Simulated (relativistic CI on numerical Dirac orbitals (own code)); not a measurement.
**How well does a small relativistic CI reproduce V5+?**

Calculated at this level of theory: Dirac-Coulomb-Breit CI, orbitals from a KLI potential per configuration, model QED (radiative potential, 1s self-energy scaled to tabulated hydrogen-like ionisation energies), valence Slater integrals scaled by 0.85, P86 correlation energy added to each configuration (own radial code, finite nucleus).

CI space (outside the closed core [Ne]): 3s²3p⁶, 3s²3p⁵3d, 3s3p⁶3d, 3s²3p⁵4s, 3s²3p⁵4p, 3s²3p⁵4d, 3s²3p⁵5s, 3s²3p⁵4f, 3s²3p⁵5p, 3s3p⁶4s, 3s²3p⁵5d, 3s²3p⁵5f, 3s²3p⁵6s, 3s²3p⁵5g, 3s²3p⁵6p, 3s3p⁶4p, 3s²3p⁵6d, 3s3p⁶4d, 3s3p⁶5s, 3s3p⁶4f, 3s3p⁶5p, 3s3p⁶5d, 3s3p⁶5f, 3s3p⁶6s, 3s3p⁶5g, 3s3p⁶6p, 3s3p⁶6d, 3p⁶3d², 3p⁵3d³, 3p⁵3d²4s, 3p⁵3d²4p, 3p⁵3d²4d, 3p⁵3d²5s. Double excitations out of closed p, d and f shells are left out; levels of such configurations are missing from the list, as are those of other unlisted configurations, and high levels can miss mixing partners. These lack a partner that the ground configuration has and come out too high: 3s²3p⁵4f, 3s²3p⁵5p, 3s²3p⁵5d, 3s²3p⁵5f, 3s²3p⁵6s.

| Configuration | Term (tabulated) | J | Measured (cm⁻¹) | Computed | Error | Purity (%) |
| --- | --- | --- | --- | --- | --- | --- |
| 3s²3p⁶ | 1S | 0 | 0.0 | 0 | 0 | 100 |
| 3s²3p⁵3d | 1D° | 2 | 345139.4 | 345559 | 420 | 57 |
| 3s²3p⁵3d | 1F° | 3 | 350644.5 | 349627 | -1018 | 73 |
| 3s²3p⁵3d | 1P° | 1 | 445435.6 | 447738 | 2303 | 99 |
| 3s3p⁶3d | 3D † | 1 | 549538.0 | 600915 | 51377 | 97 |
| 3s3p⁶3d | 3D † | 2 | 549863.6 | 601106 | 51243 | 96 |
| 3s3p⁶3d | 3D † | 3 | 550384.6 | 601417 | 51032 | 95 |
| 3s3p⁶3d | 1D † | 2 | 566433.0 | 634842 | 68409 | 96 |
| 3s²3p⁵4p | 3S | 1 | 602974.3 | 606220 | 3246 | 95 |
| 3s²3p⁵4p | 3P | 0 | 621757.1 | 626895 | 5138 | 98 |
| 3s²3p⁵4p | 3P | 1 | 623594.5 | 628732 | 5138 | 66 |
| 3s²3p⁵4p | 1S | 0 | 641800.3 | 646550 | 4750 | 96 |
| 3s²3p⁵4d | 2[1/2]° | 0 | 707280.3 | 710903 | 3623 | 99 |
| 3s²3p⁵4d | 2[1/2]° | 1 | 708044.6 | 711686 | 3641 | 95 |
| 3s²3p⁵4d | 2[3/2]° | 2 | 709747.4 | 713419 | 3672 | 87 |
| 3s²3p⁵4d | 2[7/2]° | 4 | 710695.2 | 714879 | 4184 | 100 |
| 3s²3p⁵4d | 2[7/2]° | 3 | 711426.2 | 715611 | 4185 | 64 |
| 3s²3p⁵4d | 2[5/2]° | 2 | 713742.3 | 717865 | 4123 | 55 |
| 3s²3p⁵4d | 2[5/2]° | 3 | 714667.9 | 718612 | 3945 | 51 |
| 3s²3p⁵4d | 2[3/2]° | 1 | 716760.4 | 720848 | 4088 | 54 |
| 3s²3p⁵4d | 2[5/2]° | 2 | 720074.9 | 724275 | 4200 | 44 |
| 3s²3p⁵4d | 2[5/2]° | 3 | 720836.0 | 724886 | 4050 | 48 |
| 3s²3p⁵4d | 2[3/2]° | 2 | 721187.6 | 725115 | 3928 | 54 |
| 3s²3p⁵4d | 2[3/2]° | 1 | 723421.6 | 727613 | 4191 | 53 |
| 3s²3p⁵5s | 2[3/2]° | 2 | 770494.5 | 771627 | 1132 | 99 |
| 3s²3p⁵5s | 2[3/2]° | 1 | 771723.1 | 772997 | 1274 | 51 |
| 3s²3p⁵4f | 2[3/2] | 1 | 777549.4 | 782547 | 4998 | 99 |
| 3s²3p⁵5s | 2[1/2]° | 1 | 778944.0 | 780266 | 1322 | 51 |
| 3s²3p⁵4f | 2[9/2] | 5 | 781295.9 | 783254 | 1959 | 100 |
| 3s²3p⁵4f | 2[9/2] | 4 | 782345.4 | 783903 | 1558 | 61 |
| 3s²3p⁵4f | 2[7/2] | 4 | 785705.4 | 786382 | 677 | 50 |
| 3s²3p⁵4f | 2[7/2] | 4 | 791839.6 | 793004 | 1164 | 49 |
| 3s3p⁶4p | 3P° † | 1 | 841980.0 | 898775 | 56795 | 66 |
| 3s3p⁶4p | 1P° † | 1 | 849170.0 | 903670 | 54500 | 69 |

Measured levels from Sugar and Corliss, J. Phys. Chem. Ref. Data 7, 1191 (1978); pairs were made by configuration, J and term (by order where the table uses no LS term), so strongly mixed levels may be paired wrongly. Some J values or terms of the table were assigned by a fit.

Mean error by configuration (cm⁻¹): 3s²3p⁵3d 568; 3s²3p⁵4p 4568; 3s²3p⁵4d 3986; 3s²3p⁵5s 1243; 3s²3p⁵4f 2071. Over the excited levels the mean absolute error is 3108 cm⁻¹ (33 of the 39 excited levels that our extract of the source holds in range could be paired, and the others can miss by more), and the median relative error of those above 1,000 cm⁻¹ is 0.54 %. † marks terms whose computed intervals miss the measured ones by more than a factor of 2.5, or configurations far off the rest, from wrong mixing, a near crossing or a doubtful label or measurement; they are left out of the means.
